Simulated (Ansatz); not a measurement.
Compare A (`F[Si@H]1[GaH][C@@H]1[SiH3]`) with its isomer B (`F[CH2][Ga]1[SiH2][SiH2]1`).

Isolated molecules relaxed with PBE0-D4/def2-TZVP in Ansatz; ΔE leaves out vibrations. CCSD(T)/CBS adds triple-zeta CCSD(T) − MP2 to the extrapolated MP2 energy (def2 sets, frozen cores). DFT in def2-TZVPP. For Ga outer-core shells are correlated without core-valence functions, which leaves a few kJ/mol of doubt a bond. Scalar relativity is left out up to krypton. One conformer a species, not always the lowest.

(1) Which isomer does CCSD(T)/CBS put lower? Give the gap. (Best estimate.)

(2) Give E(B) − E(A) in kcal/mol with CCSD(T)/def2-SVP, ωB97M-V, LDA (SPW92), r2SCAN-D4, HF/def2-TZVPP, B2PLYP, PBE0-D4. (Estimate.)

(3) Does the order hold for the free energy at 298.15 K (harmonic terms from PBE0-D4)? (Estimate.)

Largest T1 diagnostic: 0.014.

Results:

(1) Computed: A, by 51.2 kcal/mol.

(2) The calculation gave: CCSD(T)/def2-SVP 42.8, ωB97M-V 51.5, LDA (SPW92) 41.9, r2SCAN-D4 47.4, HF/def2-TZVPP 54.1, B2PLYP 50.4, PBE0-D4 44.2. None reverses the order clearly.

(3) Computed: Yes: G(B) − G(A) = +52.5 kcal/mol, for one conformer each. Modes under 60 cm⁻¹, often nearly free rotors, make the harmonic entropy too high.

From PBE to PBE0 (25 % exact exchange), in def2-TZVPP and without D4, E(B) − E(A) moves by +3.2 kcal/mol. At CCSD(T), def2-SVP lies −8.5 kcal/mol from the extrapolated value and def2-TZVPP −1.1 kcal/mol.
